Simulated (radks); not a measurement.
Results of a calculation; reference values are marked as such.
Question: The osmium ion Os74+, [He]. Level of theory: non-relativistic Kohn-Sham, exchange-only LDA, spin-polarised, spherical densities, point nucleus (a radial shooting solver on a logarithmic mesh with Libxc functionals). Every spin shell is full or empty, so the densities are truly spherical. Functionals are evaluated on that one density, not self-consistently. Rank these orbital-free kinetic functionals by their error against the exact value of the orbitals, and give that value: Thomas-Fermi, von Weizsacker, TF + vW, TF + vW/5, LC94, revAPBEK, Perdew 92, Thakkar, Pearson, LKT, PG1.

Answer: Exact: 5721.89 hartree. From best to worst, with 100 (|E| - |E exact|)/|E exact| (equal figures are ties): von Weizsacker 0.00, Pearson -2.24, LC94 +2.33, Thakkar +2.53, Perdew 92 +2.87, revAPBEK +3.07, Thomas-Fermi -8.26, TF + vW/5 +11.74, PG1 +55.44, LKT +62.74, TF + vW +91.74.
